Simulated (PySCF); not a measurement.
A calculated (UHF, PySCF 2.14, Sapporo-DZP-2012, scalar relativity by spin-free X2C-1e) atom or ion has these occupied shells.

```csv
shell,electrons,orbital energy (eV),"rms radius, mean of both spins (bohr)"
1s,2,-128.93,0.482
2s,2,-8.399,2.90
```

Name the element and its charge.

Be (beryllium, neutral), in [He] 2s2, closed-shell 1S.
